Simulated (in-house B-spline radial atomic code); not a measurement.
Values are calculated unless marked as measured or tabulated.
**C in an electron gas of r_s = 1.65: phase shifts, screening and friction**

A nucleus sits in a uniform electron gas with a rigid positive background. The Kohn-Sham equations are solved self-consistently in the spin-unpolarised LDA (PW92), non-relativistic, on B-splines with outgoing waves at the boundary and partial waves to l = 8. The model has no lattice, no bands and no magnetic solution. Atomic units; δ_l are the phase shifts at the Fermi level, counted so that each bound state adds π, and good to about 0.0005.

The density parameter is r_s = 1.65 bohr.

```
l  δ_l (rad)
0     3.9251
1     1.4970
2     0.1370
3     0.0322
4     0.0079
5     0.0021
6     0.0006
7     0.0003
8     0.0002
```

Bound levels below the band bottom (hartree): s -9.036, s -0.03753.

Question: Check the Friedel sum rule, and say where the screening charge sits.

Answer: k_F = (9π/4)^(1/3)/r_s = 1.16313. The rule is Z = (2/π) Σ (2l + 1) δ_l. The terms are s 2.499, p 2.859, d 0.436, f 0.143 and 0.070 beyond, in all 6.007 against Z = 6. Bound states hold 4 s, 0 p, 0 d electrons, so the scattering states carry 2.01 in all; where a term is smaller than its bound count, the bound level has drawn weight out of the band.

Question: Find the transport cross section and the electronic stopping of a 1 keV C ion (mass 12.01 u).

Answer: σ_tr = (4π/k_F²) Σ (l + 1) sin²(δ_l − δ_(l+1)). The terms for l = 0 to 3 are 0.4283, 1.9124, 0.0328, 0.0024, all together 2.3762, so σ_tr = 9.289 × 2.3762 = 22.071 bohr². With n = 3/(4π r_s³) = 0.05314, the friction coefficient is Q = n k_F σ_tr = 1.3643. For v well below v_F = 1.163, dE/dx = Q v; with 24801 eV per u at v = 1, v = √(1000/(24801 × 12.01)) = 0.0579, so dE/dx = 0.07905 hartree/bohr = 40.6 eV/nm. The largest term couples the p and d waves.
